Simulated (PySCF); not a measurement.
## MPb cations for M along the fifth-period p block

r²SCAN with double-zeta basis sets in PySCF, for the lowest determinant that a PBE0 search found; no spin–orbit coupling. De refers to high-spin ground-configuration atoms (the charge goes to the atom of lower measured ionisation energy or higher electron affinity, which is not always the lowest computed limit). A positive dipole points towards Pb; it is taken about the centre of mass and depends on that origin.

| M | basis | charged atom | state (unpaired electrons) | Re (Å) | ωe (cm⁻¹) | De (eV) | μ (D) |
| --- | --- | --- | --- | --- | --- | --- | --- |
| In | def2-SVP | In+ | triplet (σ ↑, π ↑) | 3.294 | 76.2 | n/a | -3.02 |
| Sn | def2-SVP | Sn+ | quartet (σ ↑, π ↑↑) | 2.869 | 144 | n/a | -1.11 |
| I | def2-SVP | Pb+ | singlet (closed shell) | 2.706 | 202 | n/a | 3.66 |

The shortest bond is that of PbI⁺ (2.706 Å), the longest that of InPb⁺ (3.294 Å).

The state changes along the series, so neighbouring rows are not always alike in their bonding.

These are scalar-relativistic numbers at best; spin–orbit coupling would shift them, the dissociation energy most. States were picked by a PBE0 search and need not be the measured ground states.
